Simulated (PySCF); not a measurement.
**From computed data to an observable: entropy of an ideal gas**

C2H3N, SMILES C[N+]#[C-].

Geometry optimised at PBE0-D3(BJ)/def2-TZVP.

PBE0-D3(BJ)/def2-TZVP (PySCF) gives the harmonic wavenumbers 287, 287, 987, 1142, 1142, 1448, 1484, 1484, 2269, 3066, 3146, 3146 cm⁻¹ and the rotational temperatures 7.6219, 0.4888, 0.4888 K. The molar mass is 41.05 g/mol, the symmetry number 3, the spin multiplicity 1.

Work out the entropy at 298.15 K and 1 atm in the rigid-rotor, harmonic-oscillator model.


Translation (Sackur–Tetrode at 1 atm): S = R[1.5 ln M + 2.5 ln T − 1.16487] = 155.1 J/(mol K).
Rotation: q = (√π/σ) T^1.5/√(θA θB θC) = 2250, S = R[ln q + 3/2] = 76.7 J/(mol K).
Vibration: with u = 1.4388 ν/T, each mode gives R[u/(e^u − 1) − ln(1 − e^−u)]:
| ν (cm⁻¹) | modes | u | S (J/(mol K)) |
|---|---|---|---|
| 287 | 2 | 1.38 | 12.48 |
| 987 | 1 | 4.76 | 0.41 |
| 1142 | 2 | 5.51 | 0.44 |
| 1448 | 1 | 6.99 | 0.06 |
| 1484 | 2 | 7.16 | 0.11 |
The stiffer modes add less than 0.005 each. Sum 13.5 J/(mol K).
Spin: R ln 1 = 0.0 J/(mol K).
Total 245.2 J/(mol K); the program's own thermochemistry gives 245.2. Translation makes up 63 % and vibration 6 %. Anharmonicity, hindered rotation and orbital degeneracy are left out.
